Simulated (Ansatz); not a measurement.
Geometry optimisation, RKS B3LYP-D4/def2-SVP (Ansatz 0.2.0).

Input file:

```yaml
crystal:
  periodic: [false, false, false]
  atoms:
    - { symbol: O, position_ang: [0.2881, 0.1121, 1.5296] }
    - { symbol: C, position_ang: [0.5726, -0.0868, 0.1784] }
    - { symbol: F, position_ang: [1.3402, -1.2091, 0.0967] }
    - { symbol: B, position_ang: [-0.6683, -0.3243, -0.6797] }
    - { symbol: Cl, position_ang: [-2.40445, -0.32508, -0.00723] }
    - { symbol: H, position_ang: [-0.0318, 1.1265, 1.578] }
    - { symbol: H, position_ang: [1.1712, 0.7774, -0.2393] }
    - { symbol: H, position_ang: [-0.55046, -0.59056, -1.842] }
basis:
  gaussian: { orbitals: def2-SVP }
hamiltonian:
  xc: b3lyp
  dispersion: d4
relax:
  f_tol: 0.015
  max_steps: 40
```

Run as:

```bash
$ ansatz run input.yaml --threads 1 --pin off --max-ram 2048MiB --backend cpu --events-out ev --progress --plain --runs-dir out
```

Q: Where does it end, and by what steps?

A: The run converged. After 23 steps the energy has fallen by 0.768 eV; H6 moved furthest, 0.77 Å.

```tsv
step	energy less start (eV)	largest force component (eV/Å)	accepted
0	0.0000	3.714	yes
1	-0.3691	1.711	yes
2	-0.4314	0.953	yes
3	-0.4577	0.544	yes
4	-0.4653	0.155	yes
5	-0.4770	0.100	yes
6	-0.4962	0.240	yes
7	-0.4852	0.856	no
8	-0.5086	0.271	yes
9	-0.5172	0.539	yes
10	-0.5421	0.601	yes
11	-0.4463	3.060	no
12	-0.5725	0.601	yes
13	-0.6126	0.608	yes
14	-0.6248	2.000	yes
15	-0.7203	0.577	yes
16	-0.7496	0.428	yes
17	-0.7479	0.456	no
18	-0.7630	0.314	yes
19	-0.7675	0.094	yes
20	-0.7679	0.028	yes
21	-0.7680	0.021	yes
22	-0.7680	0.021	no
23	-0.7681	0.005	yes
```

```xyz
8
Properties=species:S:1:pos:R:3
O 0.465 0.741 1.315
C 0.629 0.080 0.129
F 1.091 -1.250 0.342
B -0.675 -0.256 -0.717
Cl -2.202 -0.377 0.139
H -0.365 0.447 1.723
H 1.426 0.597 -0.428
H -0.652 -0.503 -1.889
```

Whether the end is a true minimum wasn't checked by a vibrational analysis.

Time of the run: 100 s on 1 thread of Arm Neoverse V2, with other jobs on the host, peak memory 0.27 GiB.
